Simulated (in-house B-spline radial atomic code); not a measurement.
Inner levels of rubidium as electrons are removed. A shift is the extra binding of the orbital against the neutral atom ([Kr] 5s1). Computed with a radial B-spline atomic code at the basis-set limit: non-relativistic Hartree-Fock, average of the configuration, point nuclei.

This level leaves out relativity, spin-orbit splitting included, which matters for heavy ions.

```csv
ion,configuration,shift of 1s (eV),radius of 1s (bohr),Σ<r²> (bohr²),change of density at nucleus (bohr⁻³)
Rb26+,[Ne] 3s1,1274.51,0.041246,0.46598,-41.834
Rb27+,[He] 2s2 2p6,1353.51,0.041243,0.24966,-417.67
Rb28+,[He] 2s2 2p5,1552.63,0.041204,0.21611,-323.13
Rb29+,[He] 2s2 2p4,1755.95,0.041164,0.18421,-225.98
Rb30+,[He] 2s2 2p3,1963.47,0.041121,0.15387,-126.21
Rb31+,[He] 2s2 2p2,2175.15,0.041077,0.12498,-23.797
Rb32+,[He] 2s2 2p1,2390.98,0.041032,0.097469,81.26
Rb33+,[He] 2s2,2610.95,0.040985,0.07125,188.98
Rb34+,[He] 2s1,2801.95,0.040979,0.037336,-1568.38
Rb35+,1s2,2995.54,0.040956,0.0044788,-3388.9
Rb36+,1s1,3620.28,0.040541,0.0021914,-18934.3
```
